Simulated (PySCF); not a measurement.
## Working out the ionisation energy of W

W [Xe] 4f14 5d4 6s2 (5D) → W⁺ [Xe] 4f14 5d4 6s1 (6D). Computed with PySCF 2.14 in aug-cc-pwCVTZ-PP with ECP60MDF, with scalar relativity through the core potential. Frozen: nothing. Energies in hartree (1 hartree = 27.21139 eV):

```csv
part,W (lower),W⁺ (upper)
UHF,-66.681229,-66.465006
MP2 opposite-spin,-0.286460,-0.234505
MP2 same-spin,-0.131922,-0.124469
```

Task: What does Hartree-Fock give?

Result: (-66.465006) − (-66.681229) = 0.216223 hartree = 5.884 eV.

Task: What do MP2 and SCS-MP2 (6/5 opposite-spin, 1/3 same-spin) give?

Result: The opposite-spin parts differ by 1.414 eV and the same-spin parts by 0.203 eV. MP2: 5.884 + (1.414) + (0.203) = 7.501 eV. SCS-MP2: 5.884 + 1.2 × (1.414) + (0.203)/3 = 7.648 eV.

Measured between the centres of the two terms (NIST): 7.825 eV, so MP2 (valence and next inner shell) is off by -0.324 eV.

What remains against the reference includes basis incompleteness and correlation beyond second order.
